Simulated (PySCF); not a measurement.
Gas-phase reaction: 3 InCl₂ + In₂O = 5 InCl + ClO

Energies from PySCF (xtb for GFN2), thermal terms from the rigid-rotor harmonic-oscillator model, ideal gas at 1 bar. † marks an energy on the PBE0/def2-TZVP geometry and frequencies; other levels use their own. Open shells (unrestricted): InCl₂ (multiplicity 2), ClO (multiplicity 2, electronic degeneracy 4); the rest are closed-shell singlets. GFN2 has no spin-polarisation term. Spin-orbit splitting is ignored; it lowers the true energy and changes the entropy of ClO. In: scalar-relativistic def2 core potential, no spin-orbit coupling. InCl₂: computed as isolated molecules; such fragments, hydroxides, amides, oligomers or adducts are transient or little studied in the gas. The harmonic model lacks anharmonicity and excited electronic states, which grow with temperature; levels with a mode under 35 cm⁻¹ are left out. Soft modes under 120 cm⁻¹ make the harmonic entropy rough for InCl₂, In₂O.

ΔH° and ΔS° at 298 K: BLYP/def2-TZVP† 80 kJ, 221 J/K; GFN2-xTB 154 kJ, 208 J/K; M06-2X/def2-TZVP† 212 kJ, 221 J/K; PBE/def2-SVP 158 kJ, 211 J/K.

Q: With the heat capacities included, give log10 K (1 bar) at 800, 1400, 1600, 1800, 2500 K from BLYP/def2-TZVP†, GFN2-xTB, M06-2X/def2-TZVP†, PBE/def2-SVP.

A: 
| T (K) | BLYP/def2-TZVP† | GFN2-xTB | M06-2X/def2-TZVP† | PBE/def2-SVP |
|---|---|---|---|---|
| 800 | 6.1 | 0.6 | -2.5 | 0.5 |
| 1400 | 8.1 | 4.6 | 3.2 | 4.6 |
| 1600 | 8.4 | 5.2 | 4.1 | 5.3 |
| 1800 | 8.6 | 5.7 | 4.8 | 5.8 |
| 2500 | 9.1 | 6.8 | 6.4 | 6.9 |
